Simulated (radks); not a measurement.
Isoelectronic series with 48 electrons, each ion in its NIST ground configuration. Method: scalar-relativistic Kohn-Sham, r2SCAN, spin-polarised, spherical densities, finite nucleus; open shells are filled with parallel spins first (spin-orbit coupling, left out, can overturn this in heavy ions); meta-GGA in the generalised Kohn-Sham scheme; Fermi nuclear charge, rms radius of each element as measured or else 0.836 A^(1/3) + 0.57 fm; computed with a radial shooting solver on a logarithmic mesh with Libxc functionals. Total energies (hartree) and mean radii <r> (bohr) (* marks an orbital that is empty in some or all of the ions):

ion,configuration,E (hartree),5s*,4d
Cd,[Kr] 4d10 5s2,-5595.30391,2.893,1.285
In+,[Kr] 4d10 5s2,-5882.10776,2.480,1.176
Sn2+,[Kr] 4d10 5s2,-6177.11887,2.217,1.090
Sb3+,[Kr] 4d10 5s2,-6480.35311,2.023,1.019
Te4+,[Kr] 4d10 5s2,-6791.83196,1.870,0.9592
I5+,[Kr] 4d10 5s2,-7111.59397,1.745,0.9076
Xe6+,[Kr] 4d10 5s2,-7439.66893,1.639,0.8624
Cs7+,[Kr] 4d10 5s2,-7776.1015,1.548,0.8222
Ba8+,[Kr] 4d10 5s2,-8120.9321,1.468,0.7861
La9+,[Kr] 4d10 5s2,-8474.2113,1.398,0.7535
Ce10+,[Kr] 4d10 5s2,-8835.9859,1.334,0.7239
Pr11+,[Kr] 4d10 5s2,-9206.3099,1.277,0.6967
Nd12+,[Kr] 4d10 5s2,-9585.2359,1.225,0.6717
Pm13+,[Kr] 4d10 5s2,-9972.8154,1.178,0.6486
Sm14+,[Kr] 4d10 4f1 5s1,-10369.2482,1.142,0.6325
Eu15+,[Kr] 4d10 4f2,-10774.8212,1.107,0.6159
Gd16+,[Kr] 4d10 4f2,-11189.3432,1.069,0.5968
Tb17+,[Kr] 4d10 4f2,-11612.8619,1.033,0.5789
Dy18+,[Kr] 4d10 4f2,-12045.3165,0.9999,0.5621
